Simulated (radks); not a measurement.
The numbers below are computed, except where a source is named.
Species: Tm IV. Configuration: [Xe] 4f11 5d1 (not the ground configuration).

Code: a radial shooting solver on a logarithmic mesh with Libxc functionals. Model: non-relativistic Kohn-Sham, TPSS, spin-unpolarised, spherical densities, point nucleus; meta-GGA in the generalised Kohn-Sham scheme; relativity is left out, which matters for an element this heavy.

Energy parts (eV):
| part | energy |
|---|---|
| total | -352153.38 |
| kinetic | 352056.69 |
| electron-nucleus | -835387.13 |
| Hartree | 138550.48 |
| exchange-correlation | -7373.42 |

Orbitals (lengths in bohr, moments of r in powers of bohr):
orbital	occ.	eigenvalue (eV)	<1/r>
1s	2	-55160.96	68.47
2s	2	-8954.977	15.99
2p	6	-8552.030	16.02
3s	2	-2033.156	6.100
3p	6	-1850.227	6.041
3d	10	-1510.622	5.949
4s	2	-424.1369	2.612
4p	6	-349.9839	2.518
4d	10	-216.6734	2.316
5s	2	-78.7636	1.018
5p	6	-58.0174	0.9119
4f	11	-48.6539	1.846
5d	1	-27.6063	0.6587

The highest occupied level is 5d at -27.606 eV. The electron density at the nucleus is 2.346e+05 e/bohr^3. The density falls to 0.001 e/bohr^3 at r = 3.33 bohr.
